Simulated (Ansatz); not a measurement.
Reaction (ligand exchange at the Al–N bond): `[CH3][Al]([CH3])[N]=C=O` + `OB(O)O` → `[CH3][Al]([CH3])[O]B(O)O` + `N=C=O`

Computed with Ansatz on PBE0-D4/def2-TZVP structures; ΔE is electronic, products minus reactants. CCSD(T)/CBS is the MP2 limit (def2-TZVPP, def2-QZVPP) plus CCSD(T) − MP2 in def2-TZVPP, frozen cores. This one scheme is used for every species. Functionals use def2-TZVPP. B3LYP here is the variant with VWN-RPA as its local correlation; programs differ in this. One conformer a species, not always the lowest.

```json
{"level": "PBE-D4", "ΔE (kJ/mol)": "4.7", "difference from CCSD(T)/CBS": "-1.5"}
{"level": "PBE0-D4", "ΔE (kJ/mol)": "8.9", "difference from CCSD(T)/CBS": "2.7"}
{"level": "ωB97X-V", "ΔE (kJ/mol)": "6.3", "difference from CCSD(T)/CBS": "0.1"}
{"level": "r2SCAN", "ΔE (kJ/mol)": "5.7", "difference from CCSD(T)/CBS": "-0.5"}
{"level": "B3LYP", "ΔE (kJ/mol)": "7.3", "difference from CCSD(T)/CBS": "1.1"}
{"level": "MP2/def2-TZVPP", "ΔE (kJ/mol)": "8.7", "difference from CCSD(T)/CBS": "2.5"}
{"level": "HF/def2-QZVPP", "ΔE (kJ/mol)": "15.5", "difference from CCSD(T)/CBS": "9.3"}
{"level": "MP2/def2-QZVPP", "ΔE (kJ/mol)": "8.3", "difference from CCSD(T)/CBS": "2.1"}
{"level": "HF/CBS(def2)", "ΔE (kJ/mol)": "15.4", "difference from CCSD(T)/CBS": "9.2"}
{"level": "MP2/CBS(def2)", "ΔE (kJ/mol)": "8.6", "difference from CCSD(T)/CBS": "2.4"}
{"level": "CCSD(T)/CBS", "ΔE (kJ/mol)": "6.2", "difference from CCSD(T)/CBS": "0"}
```

Largest T1 diagnostic among the species: 0.018.

From PBE to PBE0 (25 % exact exchange), in def2-TZVPP and without D4, ΔE moves by +4.1 kJ/mol. In def2-TZVPP, CCSD(T) changes the Hartree–Fock value by −10.2 kJ/mol (the triples alone add −1.7 kJ/mol) and MP2 by −7.8 kJ/mol.
